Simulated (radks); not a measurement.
The numbers below are computed, except where a source is named.
The argon ion Ar+, 17 electrons, occupied as [He] 2s2 2p5.75 3s2 3p5.25 (fractional occupations, a model configuration). Code: a radial shooting solver on a logarithmic mesh with Libxc functionals. Model: scalar-relativistic Kohn-Sham, XLYP, spin-polarised, spherical densities, finite nucleus; open shells are filled with parallel spins first; Fermi nuclear charge, rms radius 3.4274 fm.

Local quantities along the radius. ELF = 1/(1 + alpha^2) is the electron localisation function; alpha = (tau - tau_W)/tau_unif compares the Pauli kinetic energy density with that of the uniform gas (summed over spins); 4 pi r^2 rho is in e/bohr; r v_xc is r times the local exchange-correlation potential of spin up (hartree bohr); -r V(r) is the screened charge that the Kohn-Sham potential of spin up presents (atomic units). tau is taken from the large components.

r (bohr)    ELF    alpha  4 pi r^2 rho   r v_xc  -r V(r)
0.004009  1.000  0.01192        0.7084  -0.1033    17.83
0.005097  1.000  0.01244         1.096  -0.1183    17.77
0.006479  1.000  0.01320         1.678  -0.1368    17.69
0.008237  1.000  0.01430         2.535  -0.1596    17.59
0.01047   1.000  0.01589         3.765  -0.1872    17.47
0.01331   1.000  0.01824         5.471  -0.2200    17.31
0.01692   1.000  0.02177         7.733  -0.2582    17.12
0.02151   0.999  0.02733         10.56  -0.3016    16.87
0.02735   0.999  0.03655         13.79  -0.3491    16.56
0.03477   0.997  0.05291         17.05  -0.3985    16.18
0.0442    0.993  0.08451         19.69  -0.4460    15.73
0.05618   0.978   0.1517         20.93  -0.4866    15.19
0.07142   0.913   0.3077         20.24  -0.5151    14.55
0.0908    0.685   0.6782         17.91  -0.5295    13.81
0.1154    0.348    1.369         15.33  -0.5354    12.96
0.1456    0.239    1.784         14.42  -0.5497    12.04
0.1851    0.382    1.271         16.16  -0.6324    11.04
0.2352    0.673   0.6967         19.32  -0.7588    9.983
0.2991    0.829   0.4548         20.66  -0.8432    8.857
0.3802    0.850   0.4204         17.74  -0.8585    7.728
0.4833    0.691   0.6685         11.63  -0.7967    6.641
0.6144    0.201    1.993         6.311  -0.7046    5.611
0.781     0.122    2.678         4.569  -0.6416    4.618
0.9929    0.584   0.8435         5.366  -0.8473    3.884
1.262     0.860   0.4032         5.695  -0.9412    3.129
1.605     0.865   0.3956         4.298  -0.9109    2.473
2.04      0.762   0.5593         2.254  -0.7893    1.995
2.593     0.486    1.028        0.8136  -0.6308    1.686
3.297     0.145    2.432        0.1964  -0.5340    1.544
4.191     0.017    7.711       0.02910  -0.4784    1.480
5.327     0.001    37.38      0.002191  -0.1718    1.172

On this mesh the ELF has minima near r = 0.15, 0.69 bohr, which separate the shells, and maxima near 0.34 (0.85), 1.4 (0.88).
